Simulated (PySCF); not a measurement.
Si(CF3)(F)3 (CF₆Si), SMILES F[Si](C(F)(F)F)(F)F.

The structure is a stationary point at B3LYP-D3(BJ)/def2-SVP.

Computed with SMD-PBE0/6-31G* (PySCF).

Solvation free energies are E(SMD) − E(gas) at the gas-phase geometry, for 1 M in both phases. In vacuum the dipole moment is 0.07 D.

### Question
Rank water, dimethylsulfoxide, benzene by solvation free energy, most negative first.

### Answer
benzene (0.4 kcal/mol), dimethylsulfoxide (1.2 kcal/mol), water (3.4 kcal/mol)
